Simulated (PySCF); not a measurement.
Electron correlation in Xe⁺ (xenon, charge +1)

[Kr] 4d10 5s1 5p6, 2S determinant (an excited configuration). Computed with PySCF 2.14 in x2c-TZVPPall with one added diffuse shell each of s, p, d, f type (9s7p5d3f, 76 functions), with scalar relativity by spin-free X2C-1e. Frozen: [Ar] 3d10; 25 electrons correlated.

```csv
level,correlation energy (mhartree)
CCSD,-690.23
(T),-45.28
CCSD(T),-735.51
```

Diagnostics: T1 = 0.0095, D1 = 0.0352, largest double amplitude 0.163.

A double-excitation amplitude exceeds 0.15, a sign of near-degeneracy.

Cost of the coupled-cluster step: about 50 core-seconds, for 25 correlated electrons.

Iterations:

```
CC2 = 0
CCSD nocc = (np.int64(13), np.int64(12)), nmo = (62, 62)
frozen orbitals [[0, 1, 2, 3, 4, 5, 6, 7, 8, 9, 10, 11, 12, 13], [0, 1, 2, 3, 4, 5, 6, 7, 8, 9, 10, 11, 12, 13]]
max_cycle = 100
direct = 0
conv_tol = 1e-08
conv_tol_normt = 1e-06
diis_space = 8
diis_start_cycle = 0
Init t2, MP2 energy = -0.7046922405695
Init E_corr(UCCSD) = -0.704692240569853
cycle = 1  E_corr(UCCSD) = -0.647368463458956  dE = 0.0573237771  norm(t1,t2) = 0.130195
cycle = 2  E_corr(UCCSD) = -0.676227836579615  dE = -0.0288593731  norm(t1,t2) = 0.0957979
cycle = 3  E_corr(UCCSD) = -0.682600254518829  dE = -0.00637241794  norm(t1,t2) = 0.0578827
cycle = 4  E_corr(UCCSD) = -0.691426926208157  dE = -0.00882667169  norm(t1,t2) = 0.0185373
cycle = 5  E_corr(UCCSD) = -0.689348093495752  dE = 0.00207883271  norm(t1,t2) = 0.00572178
cycle = 6  E_corr(UCCSD) = -0.690435605940997  dE = -0.00108751245  norm(t1,t2) = 0.00358385
cycle = 7  E_corr(UCCSD) = -0.69040959870649  dE = 2.60072345e-05  norm(t1,t2) = 0.00127371
cycle = 8  E_corr(UCCSD) = -0.690210720336134  dE = 0.00019887837  norm(t1,t2) = 0.00070193
cycle = 9  E_corr(UCCSD) = -0.690226987709314  dE = -1.62673732e-05  norm(t1,t2) = 0.000108222
cycle = 10  E_corr(UCCSD) = -0.690232426551521  dE = -5.43884221e-06  norm(t1,t2) = 2.31233e-05
cycle = 11  E_corr(UCCSD) = -0.690233210297355  dE = -7.83745834e-07  norm(t1,t2) = 5.20308e-06
cycle = 12  E_corr(UCCSD) = -0.69023306129923  dE = 1.48998125e-07  norm(t1,t2) = 8.809e-07
cycle = 13  E_corr(UCCSD) = -0.69023312163013  dE = -6.03308996e-08  norm(t1,t2) = 2.18223e-07
cycle = 14  E_corr(UCCSD) = -0.690233113418716  dE = 8.21141344e-09  norm(t1,t2) = 5.36193e-08
UCCSD converged
E(UCCSD) = -7443.185429556002  E_corr = -0.6902331134187162
UCCSD(T) correction = -0.0452784509097944
```

This basis was not built for core-valence correlation, so the inner-shell part is incomplete.
